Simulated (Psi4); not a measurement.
F$_{6}$S, charge +1, doublet, geometry from GFN2-xTB (a state made from the parent by changing its charge; the spin is typed, not shown lowest). Base run: HF/3-21G run with Psi4 1.11.

Psi4 was given this input:
```
memory 2 GB

molecule {
1 2
  F     0.61461708   -0.46837911   -1.41638180
  S    -0.00000000    0.00000000   -0.00000000
  F     1.31704782   -0.54909742    0.75309203
  F    -0.70064358   -1.44304663    0.17316332
  F    -1.31704782    0.54909742   -0.75309203
  F     0.70064358    1.44304663   -0.17316332
  F    -0.61461708    0.46837911    1.41638180
}

set basis 3-21g
set reference uhf
set stability_analysis check
set scf_type pk

energy('scf')
print_variables()
```

The bond that is stretched is that between atoms 3 and 2. A test that says stable can miss a lower solution.

Each row names what was changed in the base input (with any setting that the change needs).

| change | ΔE vs base (kcal/mol) | <S^2> | outcome |
|---|---|---|---|
| base | 0.000 | 0.768 | converged |
| stability_analysis = follow; reference = uhf | -2.52 | 0.772 | converged |
| bond × 1.25 | 44.24 | 0.768 | converged |
| stability_analysis = follow; reference = uhf; bond × 1.25 | - | - | not converged |
| bond × 1.5 | -97.0 | 0.752 | converged |
| stability_analysis = follow; reference = uhf; bond × 1.5 | - | - | not converged |
| bond × 1.8 | -91.2 | 0.751 | converged |
| stability_analysis = follow; reference = uhf; bond × 1.8 | -95.6 | 1.206 | converged |
| bond × 2.2 | -84.5 | 0.750 | converged |
| stability_analysis = follow; reference = uhf; bond × 2.2 | - | - | not converged |
| bond × 3.0 | -82.5 | 0.750 | converged |
| stability_analysis = follow; reference = uhf; bond × 3.0 | -87.8 | 1.242 | converged |

Psi4 reported an instability in these rows: base; stability_analysis = follow; reference = uhf; bond × 1.25; stability_analysis = follow; reference = uhf; bond × 1.25; bond × 1.5; stability_analysis = follow; reference = uhf; bond × 1.5; bond × 1.8; stability_analysis = follow; reference = uhf; bond × 1.8; bond × 2.2; stability_analysis = follow; reference = uhf; bond × 2.2; bond × 3.0; stability_analysis = follow; reference = uhf; bond × 3.0 (restricted rows aren't judged here).

On stretching, the SCF can end on different states; <S^2> shows the spin contamination of each.
